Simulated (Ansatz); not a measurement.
Consider the ligand exchange at a Ga–O bond: `[OH][GaH][Br]` + HBr → `[Br][GaH][Br]` + H₂O.

Calculated with Ansatz (gas phase, PBE0-D4/def2-TZVP geometries, no zero-point term in ΔE). CCSD(T)/CBS is the MP2 limit (def2-TZVPP, def2-QZVPP) plus CCSD(T) − MP2 in def2-TZVPP, frozen cores. This one scheme is used for every species. DFT in def2-TZVPP. For Br, Ga outer-core shells are correlated without core-valence functions, which leaves a few kJ/mol of doubt a bond. Scalar relativity is left out up to krypton. One conformer a species, not always the lowest.

```tsv
level	ΔE (eV)
BHLYP-D4	-0.74
revPBE	-0.64
BLYP	-0.56
PBE0	-0.71
CCSD/def2-TZVPP	-0.64
HF/def2-QZVPP	-0.74
HF/CBS(def2)	-0.74
CCSD/CBS(def2)	-0.69
```

(1) What does CCSD(T)/CBS give? (An estimate is asked.)

Largest T1 diagnostic among the species: 0.012.

## Answers

(1) Computed: -0.68 eV. The listed levels differ from it by -0.06, 0.04, 0.12, -0.03, 0.04, -0.06, -0.06, -0.01 eV.

At CCSD(T), def2-SVP lies +0.15 eV from the extrapolated value and def2-TZVPP +0.05 eV. The D4 term adds −0.03 eV with B3LYP and −0.02 eV with PBE0; it sums over pairs of atoms, weighted by their polarisabilities, and B3LYP, whose exchange is more repulsive, gets the larger term. From r2SCAN to r2SCAN0 (25 % exact exchange), in def2-TZVPP and without D4, ΔE moves by −0.07 eV.

B3LYP here is the variant with VWN-RPA as its local correlation; programs differ in this.
